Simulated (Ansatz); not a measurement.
Reaction (ligand exchange at the Si–C bond): `OC[SiH2][SiH3]` + `[NH2][AlH][OH]` → `[NH2][AlH][O][SiH2][SiH3]` + CH₃OH

Computed with Ansatz on PBE0-D4/def2-TZVP structures; ΔE is electronic, products minus reactants. CCSD(T)/CBS is the MP2 limit (def2-TZVPP, def2-QZVPP) plus CCSD(T) − MP2 in def2-TZVPP, frozen cores. This one scheme is used for every species. DFT in def2-TZVPP. B3LYP here is the variant with VWN-RPA as its local correlation; programs differ in this. Each species was taken in one conformer, which may not be the lowest.

CCSD(T)/CBS gives -29.8 kcal/mol.

**Question.** Another level gave -30.6 kcal/mol. Which?
A. B3LYP-D4/def2-TZVPP
B. ωB97M-V/def2-TZVPP
C. PBE-D4/def2-TZVPP
D. PBE0/def2-TZVPP

**Answer.** A. B3LYP-D4 -30.6, PBE0 -27.3, ωB97M-V -29.2, PBE-D4 -25.9 kcal/mol.

Largest T1 diagnostic among the species: 0.012.

In def2-TZVPP, CCSD(T) changes the Hartree–Fock value by +5.7 kcal/mol (the triples alone add +0.8 kcal/mol) and MP2 by +5.3 kcal/mol. From PBE to PBE0 (25 % exact exchange), in def2-TZVPP and without D4, ΔE moves by −2.0 kcal/mol. The D4 term adds −0.9 kcal/mol with B3LYP and −0.6 kcal/mol with PBE0; it sums over pairs of atoms, weighted by their polarisabilities, and B3LYP, whose exchange is more repulsive, gets the larger term.
